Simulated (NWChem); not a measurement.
System: CH5NOSi2; SMILES O[Si@@H]1C=N[SiH2]1

NWChem input:

```
start job
memory heap 200 mb stack 900 mb global 1100 mb
geometry units angstroms noautoz
  O     -0.268466     2.295151    -0.514034
  Si     0.030074     0.900378     0.348405
  C      1.460613    -0.319634    -0.061096
  N      0.973301    -1.510839    -0.062549
  Si    -0.817893    -1.263671     0.003631
  H     -0.444180     2.195413    -1.454566
  H      0.125399     1.364364     1.764303
  H      2.551212    -0.171947    -0.191652
  H     -1.511637    -2.083801     1.043852
  H     -1.421119    -1.589568    -1.325242
end
basis spherical
  O library 6-31+g*
  Si library 6-31+g*
  C library 6-31+g*
  N library 6-31+g*
  H library 6-31+g*
end
dft
  xc xpbe96 cpbe96
  iterations 150
  vectors input atomic output neutral.movecs
end
task dft energy
charge 1
dft
  odft
  mult 2
  vectors input atomic output cation.movecs
end
task dft energy
charge -1
dft
  odft
  mult 2
  vectors input atomic output anion.movecs
end
task dft energy
```

Excerpt of the output:

```
             Northwest Computational Chemistry Package (NWChem) 7.3.0
             --------------------------------------------------------

 C1  symmetry detected

                             Geometry "geometry" -> ""
                             -------------------------

 Output coordinates in angstroms (scale by  1.889725989 to convert to a.u.)

  No.       Tag          Charge          X              Y              Z
 ---- ---------------- ---------- -------------- -------------- --------------
    1 O                    8.0000    -0.26673370     2.31435526    -0.38675172
    2 Si                  14.0000     0.02185849     0.87166198     0.39661890
    3 C                    6.0000     1.42140431    -0.35057332    -0.10335563
    4 N                    7.0000     0.91198235    -1.53129473    -0.15655948
    5 Si                  14.0000    -0.87272070    -1.25625437    -0.04238600
    6 H                    1.0000    -0.46193131     2.26666235    -1.32752098
    7 H                    1.0000     0.15243706     1.25981871     1.83238372
    8 H                    1.0000     2.51192479    -0.21562294    -0.24763304
    9 H                    1.0000    -1.56198627    -2.11684200     0.96769101
   10 H                    1.0000    -1.50680603    -1.50206174    -1.37411737

 Effective nuclear repulsion energy (a.u.)     273.3233292424

  pbe96 is a nonlocal functional; adding pw91lda local functional.

                                 NWChem DFT Module
                                 -----------------

 Summary of "ao basis" -> "ao basis" (spherical)
 ------------------------------------------------------------------------------
       Tag                 Description            Shells   Functions and Types
 ---------------- ------------------------------  ------  ---------------------
 O                          6-31+g*                  8       18   4s3p1d
 Si                         6-31+g*                 10       22   5s4p1d
 C                          6-31+g*                  8       18   4s3p1d
 N                          6-31+g*                  8       18   4s3p1d
 H                          6-31+g*                  2        2   2s

            General Information
            -------------------
          SCF calculation type: DFT
          Wavefunction type:  closed shell.
          No. of atoms     :    10
          No. of electrons :    54
           Alpha electrons :    27
            Beta electrons :    27
          Charge           :     0
          Spin multiplicity:     1
          Use of symmetry is: off; symmetry adaption is: off
          Maximum number of iterations: 150
          AO basis - number of functions:   108
                     number of shells:    54
          Convergence on energy requested:  1.00D-06
          Convergence on density requested:  1.00D-05
          Convergence on gradient requested:  5.00D-04

              XC Information
              --------------
          PerdewBurkeErnzerhof Exchange Functional  1.000
            Perdew 1991 LDA Correlation Functional  1.000 local
           PerdewBurkeErnz. Correlation Functional  1.000 non-local

             Grid Information
             ----------------
          Grid used for XC integration:  medium
          Radial quadrature: Mura-Knowles
          Angular quadrature: Lebedev.
          Tag              B.-S. Rad. Rad. Pts. Rad. Cut. Ang. Pts.
          ---              ---------- --------- --------- ---------
          O                   0.60       49          13.0       434
          Si                  1.10       88          13.0       590
          C                   0.70       49          12.0       434
          N                   0.65       49          12.0       434
          H                   0.35       45          13.0       434
          Grid pruning is: on
          Number of quadrature shells:   548
          Spatial weights used:  Erf1

      Superposition of Atomic Density Guess
      -------------------------------------

 Sum of atomic energies:        -746.84259449

      Non-variational initial energy
      ------------------------------

 Total energy =    -748.909502
 1-e energy   =   -1574.521355
 2-e energy   =     552.288523
 HOMO         =      -0.268223
 LUMO         =      -0.064310

   convergence    iter        energy       DeltaE   RMS-Dens  Diis-err
 ---------------- ----- ----------------- --------- --------- ---------
 d= 0,ls=0.0,diis     1   -749.4364014508 -1.02D+03  3.27D-02  9.35D-01
 d= 0,ls=0.0,diis     2   -749.0223608623  4.14D-01  2.40D-02  4.52D+00
 d= 0,ls=0.0,diis     3   -749.5310958963 -5.09D-01  4.25D-03  1.16D-01
 d= 0,ls=0.0,diis     4   -749.5346041869 -3.51D-03  2.93D-03  8.53D-02
 d= 0,ls=0.0,diis     5   -749.5442499438 -9.65D-03  1.04D-03  4.46D-03
  Resetting Diis
 d= 0,ls=0.0,diis     6   -749.5447340052 -4.84D-04  3.15D-04  4.18D-04
 d= 0,ls=0.0,diis     7   -749.5447950953 -6.11D-05  2.28D-04  3.89D-05
 d= 0,ls=0.0,diis     8   -749.5447783300  1.68D-05  1.63D-04  1.49D-04
 d= 0,ls=0.0,diis     9   -749.5448007147 -2.24D-05  1.55D-05  1.96D-06
 d= 0,ls=0.0,diis    10   -749.5448009100 -1.95D-07  4.76D-06  1.93D-07

         Total DFT energy =     -749.544800910017
      One electron energy =    -1578.401346819884
           Coulomb energy =      619.642091547126
    Exchange-Corr. energy =      -64.108874879675
 Nuclear repulsion energy =      273.323329242416

 Numeric. integr. density =       53.999996839421

                       DFT Final Molecular Orbital Analysis
                       ------------------------------------

 Vector   25  Occ=2.000000D+00  E=-2.949947D-01
              MO Center= -1.1D-01, -1.2D+00, -1.6D-01, r^2= 3.7D+00
   Bfn.  Coefficient  Atom+Function         Bfn.  Coefficient  Atom+Function
  ----- ------------  ---------------      ----- ------------  ---------------
    63      0.311604   4 N  pz               45      0.293108   3 C  pz
    85     -0.243155   5 Si pz              108      0.239506  10 H  s
   106     -0.209660   9 H  s                67      0.198272   4 N  pz
   107      0.194605  10 H  s                49      0.171708   3 C  pz
   105     -0.171035   9 H  s                10      0.112285   1 O  s

 Vector   26  Occ=2.000000D+00  E=-2.430895D-01
              MO Center= -3.3D-01,  1.9D-02,  9.2D-02, r^2= 3.8D+00
   Bfn.  Coefficient  Atom+Function         Bfn.  Coefficient  Atom+Function
  ----- ------------  ---------------      ----- ------------  ---------------
    84      0.366529   5 Si py               86      0.299791   5 Si s
    25     -0.261368   2 Si px                3      0.241502   1 O  px
    28      0.185297   2 Si s                 7      0.173988   1 O  px
    43      0.172762   3 C  px               26     -0.170928   2 Si py
    46     -0.155122   3 C  s               106     -0.153256   9 H  s

 Vector   27  Occ=2.000000D+00  E=-2.039452D-01
              MO Center=  8.4D-01, -8.2D-01, -6.0D-02, r^2= 3.2D+00
   Bfn.  Coefficient  Atom+Function         Bfn.  Coefficient  Atom+Function
  ----- ------------  ---------------      ----- ------------  ---------------
    28      0.447285   2 Si s                62     -0.349319   4 N  py
    61      0.318337   4 N  px               64      0.221709   4 N  s
   104     -0.219848   8 H  s                66     -0.213402   4 N  py
    32     -0.212088   2 Si s                83     -0.209672   5 Si px
    65      0.188895   4 N  px               26     -0.172584   2 Si py

 Vector   28  Occ=0.000000D+00  E=-9.092944D-02
              MO Center=  8.9D-01, -4.5D-01, -1.5D-01, r^2= 3.4D+00
   Bfn.  Coefficient  Atom+Function         Bfn.  Coefficient  Atom+Function
  ----- ------------  ---------------      ----- ------------  ---------------
    32      0.924823   2 Si s                10     -0.504565   1 O  s
    63      0.423280   4 N  pz               90     -0.398359   5 Si s
    67      0.377278   4 N  pz               31     -0.367074   2 Si pz
    49     -0.368392   3 C  pz               45     -0.365733   3 C  pz
    50     -0.269080   3 C  s                53     -0.268065   3 C  pz

 Vector   29  Occ=0.000000D+00  E=-4.570672D-02
              MO Center= -4.9D-01,  1.5D-01, -1.6D-01, r^2= 7.5D+00
   Bfn.  Coefficient  Atom+Function         Bfn.  Coefficient  Atom+Function
  ----- ------------  ---------------      ----- ------------  ---------------
    32      1.411796   2 Si s                10     -1.026717   1 O  s
    90     -0.842362   5 Si s                30      0.719672   2 Si py
    68      0.721611   4 N  s                35     -0.472347   2 Si pz
    87     -0.472570   5 Si px               88      0.400017   5 Si py
    69     -0.383264   4 N  px               50     -0.375658   3 C  s

 Vector   30  Occ=0.000000D+00  E=-3.671169D-02
              MO Center= -6.4D-01, -4.2D-01, -2.6D-01, r^2= 7.1D+00
   Bfn.  Coefficient  Atom+Function         Bfn.  Coefficient  Atom+Function
  ----- ------------  ---------------      ----- ------------  ---------------
    32      1.810839   2 Si s                50     -1.223821   3 C  s
    28      0.969312   2 Si s                10     -0.869223   1 O  s
    68     -0.773336   4 N  s                35     -0.622884   2 Si pz
    87      0.620731   5 Si px               92     -0.415174   5 Si py
    31     -0.401215   2 Si pz               52     -0.368736   3 C  py

     Multipole analysis of the density
     ---------------------------------

     L   x y z        total         alpha         beta         nuclear
     -   - - -        -----         -----         ----         -------
     0   0 0 0     -0.000000    -27.000000    -27.000000     54.000000

     1   1 0 0     -0.324692     -0.162346     -0.162346      0.000000
     1   0 1 0      0.400070      0.200035      0.200035      0.000000
     1   0 0 1     -0.407427     -0.203714     -0.203714      0.000000

[...]
```

Level: PBE/6-31+G* (spherical d), vertical spin-unrestricted ions. The geometry was optimised at PBE0/def2-SVP.
